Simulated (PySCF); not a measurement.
Ionisation energy of Pt+ by level of theory

Pt+ [Xe] 4f14 5d9 (2D) → Pt(2+) [Xe] 4f14 5d8 (3F), as a difference of total energies. Computed with PySCF 2.14 in x2c-TZVPPall (11s7p7d3f1g, 97 functions), with the spin-free X2C one-electron Hamiltonian (Gaussian nucleus). Correlated levels: valence: [Xe] 4f14 frozen; valence and next inner shell: [Kr] 4d10 4f14 frozen. The calculations carry no spin-orbit coupling.

```json
{"method": "UHF", "ionisation energy (eV)": "16.940"}
{"method": "LDA", "ionisation energy (eV)": "19.677"}
{"method": "PBE", "ionisation energy (eV)": "19.177"}
{"method": "PBE0", "ionisation energy (eV)": "18.885"}
{"method": "PBEsol", "ionisation energy (eV)": "19.254"}
{"method": "LC-wPBE", "ionisation energy (eV)": "18.710"}
{"method": "MN15", "ionisation energy (eV)": "18.959"}
{"method": "MP2 (valence)", "ionisation energy (eV)": "18.678"}
{"method": "MP2 (valence and next inner shell)", "ionisation energy (eV)": "18.853"}
{"method": "SCS-MP2 (valence and next inner shell)", "ionisation energy (eV)": "18.635"}
```

Question: Estimate what SCS-MP2 (valence) gives.

Answer: 18.565 eV, closest to SCS-MP2 (valence and next inner shell) among the rows shown.

Question: Estimate what r2SCAN gives.

Answer: 18.879 eV, closest to PBE0 among the rows shown.

A first-order spin-orbit estimate (lowest level to lowest level, LS coupling) adds -0.352 eV.

Errors of the correlated levels include the incompleteness of this basis and the frozen core.

For comparison: 18.56 ± 0.12 eV (measured; NIST Atomic Spectra Database, ionization energies).
